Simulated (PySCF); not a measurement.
# Core-level binding energies of `[BH3-]O[SiH2]F`

BFH5OSi (charge -1).
Bonds: B1–O2, O2–Si3, Si3–F4. Hydrogens: H5, H6, H7 on B1; H8, H9 on Si3.

Level of theory: delta-SCF UKS SCAN, pcX-2 on the ionised atom, pcseg-1 elsewhere, spin-free X2C in PySCF 2.14.0. Vertical ΔSCF values, vacuum level as zero.

Question: What binding energy does each computed site have?

Answer: 
```tsv
atom(s)	environment	level	binding energy (eV)	2p1/2 (eV)	count
Si3	fluorine-bound silicon	Si 2p3/2	103.57	104.19	1
B1	four-coordinate boron	B 1s	189.28	–	1
O2	boron-bound oxygen	O 1s	532.22	–	1
F4	silicon-bound fluorine	F 1s	688.04	–	1
Si3	fluorine-bound silicon	Si 1s	1843.60	–	1
```

Question: Which photon wavelength matches the Si 1s of Si3 threshold?

Answer: λ = hc/E = 12398.42 eV Å / 1843.60 eV = 6.725 Å.

Question: Which effective nuclear charge Zeff reproduces each element's mean 1s value in the hydrogen-like formula E = 13.606 eV × Zeff²?

Answer: B (Z = 5): mean 189.3 eV, Zeff = 3.73, Z − Zeff = 1.27; O (Z = 8): mean 532.2 eV, Zeff = 6.25, Z − Zeff = 1.75; F (Z = 9): mean 688.0 eV, Zeff = 7.11, Z − Zeff = 1.89; Si (Z = 14): mean 1843.6 eV, Zeff = 11.64, Z − Zeff = 2.36. Means run over the listed sites, weighted by atom count.

The 2p values add to the ΔSCF energy of one spin-free hole a correction within the shell (spin–orbit coupling, ligand field). 2p1/2 minus 2p3/2 (ligand field included): Si 0.63 eV. The species carries charge -1, so core ionisation leaves a neutral species. The basis sets have no added diffuse functions. Isolated species at its PBE0-D3(BJ)/def2-SVP geometry (one conformer only). The geometry's basis has no diffuse functions, a weakness for an anion.

Time: 22 s wall. Hardware: Arm Neoverse V1, one thread, shared host.

Conformer computed: `[BH3-:1][O:2][SiH2:3][F:4]`: B1–O2–Si3–F4 178°.
